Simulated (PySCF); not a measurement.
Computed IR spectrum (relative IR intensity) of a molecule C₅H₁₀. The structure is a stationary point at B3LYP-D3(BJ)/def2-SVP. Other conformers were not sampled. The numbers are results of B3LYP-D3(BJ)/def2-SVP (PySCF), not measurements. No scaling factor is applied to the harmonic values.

ν (cm⁻¹): 385 (vw), 664 (w), 761 (w), 856 (vw), 885 (w), 942 (s), 1019 (w), 1036 (w), 1072 (vw), 1110 (w), 1170 (w), 1350 (vw), 1362 (w), 1403 (w), 1432 (w), 1458 (w), 1465 (vw), 1474 (w), 1482 (w), 1721 (m), 3005 (s), 3025 (vs), 3065 (m), 3070 (s), 3102 (s), 3111 (s), 3125 (m), 3139 (m), 3222 (m) (against the strongest line: vs over 80 %, s over 45 %, m over 15 %, w over 4 %, vw less)

### Question
Pick the molecule that these values belong to.
A. C=CC(C)C
B. C/C=C/CC
C. C=CCCC
D. CC1(C)CC1

### Answer
C, C=CCCC
